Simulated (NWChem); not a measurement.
System: BeSiH$_{3}$F; SMILES [SiH3][Be][F]

Input file for NWChem:

```
start job
memory heap 200 mb stack 900 mb global 1100 mb
geometry units angstroms
  Be    -0.168350     0.528919    -0.481543
  F     -0.497686     1.523982    -1.375335
  Si     0.337947    -1.037664     0.937319
  H      0.449069    -2.402624     0.400635
  H     -0.589475    -1.242368     2.060052
  H      1.621041    -0.898760     1.642934
end
basis spherical
  * library def2-svp
end
dft
  xc pbe0
  iterations 150
end
driver
  maxiter 120
end
task dft optimize
task dft freq
```

NWChem printed, in part:

```
             Northwest Computational Chemistry Package (NWChem) 7.3.0
             --------------------------------------------------------

 C1  symmetry detected

                             Geometry "geometry" -> ""
                             -------------------------

 Output coordinates in angstroms (scale by  1.889725989 to convert to a.u.)

  No.       Tag          Charge          X              Y              Z
 ---- ---------------- ---------- -------------- -------------- --------------
    1 Be                   4.0000     0.00523376     0.88445883    -0.00001321
    2 F                    9.0000    -0.00142265     2.26193203     0.00000340
    3 Si                  14.0000    -0.00051225    -1.28893835     0.00000021
    4 H                    1.0000     0.66188821    -1.95008061    -1.13472889
    5 H                    1.0000    -1.31413389    -1.94992660    -0.00611513
    6 H                    1.0000     0.65128601    -1.95007947     1.14086327

 Effective nuclear repulsion energy (a.u.)      67.3219124272

                                Z-matrix (autoz)
                                --------

 Units are Angstrom for bonds and degrees for angles

      Type          Name      I     J     K     L     M      Value
      ----------- --------  ----- ----- ----- ----- ----- ----------
    1 Stretch                  1     2                       1.37749
    2 Stretch                  1     3                       2.17340
    3 Stretch                  3     4                       1.47088
    4 Stretch                  3     5                       1.47056
    5 Stretch                  3     6                       1.47089
    6 Bend                     1     3     4               116.63403
    7 Bend                     1     3     5               116.86186
    8 Bend                     1     3     6               116.63566
    9 Bend                     2     3     4               116.71822
   10 Bend                     2     3     5               116.69569
   11 Bend                     2     3     6               116.71781
   12 Bend                     4     3     5               101.36381
   13 Bend                     4     3     6               101.34808
   14 Bend                     5     3     6               101.36346
   15 Torsion                  2     1     4     3        -179.11598
   16 Torsion                  2     1     5     3        -179.99286
   17 Torsion                  2     1     6     3         179.10885

                           NWChem Geometry Optimization
                           ----------------------------

 maximum gradient threshold         (gmax) =   0.000450
 rms gradient threshold             (grms) =   0.000300
 maximum cartesian step threshold   (xmax) =   0.001800
 rms cartesian step threshold       (xrms) =   0.001200
 fixed trust radius                (trust) =   0.300000
 source of zmatrix                         =   autoz

          -------------------
          Energy Minimization
          -------------------

 Using diagonal initial Hessian
 Scaling for Hessian diagonals: bonds = 1.00  angles = 0.25  torsions = 0.10

          --------
          Step   0

                                 NWChem DFT Module
                                 -----------------

 Summary of "ao basis" -> "ao basis" (spherical)
 ------------------------------------------------------------------------------
       Tag                 Description            Shells   Functions and Types
 ---------------- ------------------------------  ------  ---------------------
 Be                         def2-svp                 5        9   3s2p
 F                          def2-svp                 6       14   3s2p1d
 Si                         def2-svp                 8       18   4s3p1d
 H                          def2-svp                 3        5   2s1p

[...]

      ----------------------
      Optimization converged
      ----------------------

  Step       Energy      Delta E   Gmax     Grms     Xrms     Xmax
  ---- ---------------- -------- -------- -------- -------- --------
@    5    -405.51284957 -2.2D-07  0.00012  0.00003  0.00033  0.00071
                                     ok       ok       ok       ok

                                Z-matrix (autoz)
                                --------

 Units are Angstrom for bonds and degrees for angles

      Type          Name      I     J     K     L     M      Value     Gradient
      ----------- --------  ----- ----- ----- ----- ----- ---------- ----------
    1 Stretch                  1     2                       1.39273    0.00005
    2 Stretch                  1     3                       2.16683   -0.00012
    3 Stretch                  3     4                       1.49829   -0.00000
    4 Stretch                  3     5                       1.49829   -0.00000
    5 Stretch                  3     6                       1.49829   -0.00000
    6 Bend                     1     3     4               111.45926   -0.00000
    7 Bend                     1     3     5               111.44385   -0.00001
    8 Bend                     1     3     6               111.45968   -0.00000
    9 Bend                     2     3     4               111.46081   -0.00000
   10 Bend                     2     3     5               111.44061   -0.00001
   11 Bend                     2     3     6               111.46137   -0.00000
   12 Bend                     4     3     5               107.41642    0.00001
   13 Bend                     4     3     6               107.41938    0.00001
   14 Bend                     5     3     6               107.41651    0.00001
   15 Torsion                  2     1     4     3        -179.98406   -0.00000
   16 Torsion                  2     1     5     3         179.99954    0.00000
   17 Torsion                  2     1     6     3         179.98451    0.00000

                         Geometry "geometry" -> "geometry"
                         ---------------------------------

 Output coordinates in angstroms (scale by  1.889725989 to convert to a.u.)

  No.       Tag          Charge          X              Y              Z
 ---- ---------------- ---------- -------------- -------------- --------------
    1 Be                   4.0000     0.00088213     0.82100177     0.00000071
    2 F                    9.0000     0.00105552     2.21373526    -0.00000868
    3 Si                  14.0000     0.00029893    -1.34583276     0.00000597
    4 H                    1.0000     0.70288276    -1.89415975    -1.20440121
    5 H                    1.0000    -1.39441003    -1.89321765    -0.00649350
    6 H                    1.0000     0.69162988    -1.89416103     1.21090636

 Effective nuclear repulsion energy (a.u.)      66.9516223327

[...]

 Rotational Constants
 --------------------
 A=   2.867288 cm-1  (  4.125295 K)
 B=   0.103416 cm-1  (  0.148789 K)
 C=   0.103415 cm-1  (  0.148788 K)

 Temperature                      =   298.15K
 frequency scaling parameter      =   1.0000

 Zero-Point correction to Energy  =   17.904 kcal/mol  (  0.028531 au)
 Thermal correction to Energy     =   20.948 kcal/mol  (  0.033383 au)
 Thermal correction to Enthalpy   =   21.540 kcal/mol  (  0.034326 au)

 Total Entropy                    =   68.429 cal/mol-K
   - Translational                =   38.129 cal/mol-K (mol. weight =  59.0110)
   - Rotational                   =   23.469 cal/mol-K (symmetry #  =        1)
   - Vibrational                  =    6.831 cal/mol-K

 Cv (constant volume heat capacity) =   15.185 cal/mol-K
   - Translational                  =    2.979 cal/mol-K
   - Rotational                     =    2.979 cal/mol-K
   - Vibrational                    =    9.226 cal/mol-K

[normal modes left out]

 ----------------------------------------------------------------------------
 Normal Eigenvalue ||           Projected Infra Red Intensities
  Mode   [cm**-1]  || [atomic units] [(debye/angs)**2] [(KM/mol)] [arbitrary]
 ------ ---------- || -------------- ----------------- ---------- -----------
    1       -0.000 ||    0.000005           0.000         0.005       0.001
    2       -0.000 ||    0.000050           0.001         0.048       0.013
    3       -0.000 ||    0.000000           0.000         0.000       0.000
    4       -0.000 ||    0.000063           0.001         0.061       0.017
    5        0.000 ||    0.000060           0.001         0.058       0.016
    6        0.000 ||    0.000048           0.001         0.047       0.013
    7      207.907 ||    0.042177           0.973        41.116      11.315
    8      207.917 ||    0.042180           0.973        41.119      11.316
    9      395.470 ||    0.000395           0.009         0.385       0.106
   10      503.080 ||    0.000938           0.022         0.914       0.252
   11      503.108 ||    0.000936           0.022         0.913       0.251
   12      866.476 ||    0.150222           3.466       146.444      40.302
   13      932.850 ||    0.039091           0.902        38.108      10.487
   14      932.851 ||    0.039087           0.902        38.104      10.486
   15     1337.911 ||    0.141400           3.262       137.843      37.935
   16     2210.144 ||    0.036155           0.834        35.245       9.700
   17     2215.984 ||    0.089072           2.055        86.832      23.896
   18     2215.992 ||    0.089062           2.055        86.822      23.894
 ----------------------------------------------------------------------------
```

Level: PBE0/def2-SVP. The printed entropy takes a lower symmetry number than the molecule has.
